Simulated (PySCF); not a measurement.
Geometry:
```tsv
atom	x (Å)	y (Å)	z (Å)
C1	-2.075	-1.332	0.289
C2	-1.087	-0.266	-0.021
C3	-1.359	0.995	-0.417
C4	-0.295	1.962	-0.692
O5	-0.504	3.110	-1.048
C6	1.045	1.404	-0.494
C7	1.230	0.127	-0.095
C8	2.531	-0.551	0.144
O9	0.185	-0.702	0.140
H10	-1.954	-1.675	1.329
H11	-1.915	-2.205	-0.364
H12	-3.098	-0.964	0.151
H13	-2.394	1.319	-0.539
H14	1.905	2.049	-0.675
H15	2.628	-1.434	-0.507
H16	3.366	0.132	-0.052
H17	2.592	-0.904	1.185
```

No solvent, fast rotation and ring inversion assumed for equivalent nuclei, non-relativistic, a single conformation. CAM-B3LYP/pcSseg-1 with gauge-including orbitals; structure optimised with PBE0-D3(BJ)/def2-SVP; PySCF 2.14.0 with density-fitted response routines.

δ = σ(ref) − σ, references computed at the same level: TMS for $^{13}$C (σref 182.45), $^{1}$H (σref 31.33); $^{17}$O (σref 338.55) vs H2O.

```csv
atoms,nucleus,count,δ (ppm)
C4,$^{13}$C,1,?
C3/C6,$^{13}$C,2,122.8
O5,$^{17}$O,1,546.5
O9,$^{17}$O,1,245.6
H13/H14,$^{1}$H,2,?
C2/C7,$^{13}$C,2,171.9
C1/C8,$^{13}$C,2,21.3
H10/H11/H12/H15/H16/H17,$^{1}$H,6,2.12
```

Question: Estimate the values marked ?.

Answer: 
- C4: 182.6 ppm, ring carbonyl carbon
- H13/H14: 5.83 ppm, hydrogen on a unsaturated ring CH

Shifts are as computed, not scaled to solution data. Of 1211 compounds with measured shifts, 218 miss one by over three times the rms of a fit or turn the order of signals round; such compounds aren't used in these exercises. Unscaled 17O shifts of doubly bonded oxygen tend to come out too high, by tens of ppm or more. Experimental scales use liquid or dissolved standards, which lie at an offset from isolated H2O (liquid H2O: subtract about 36 ppm).
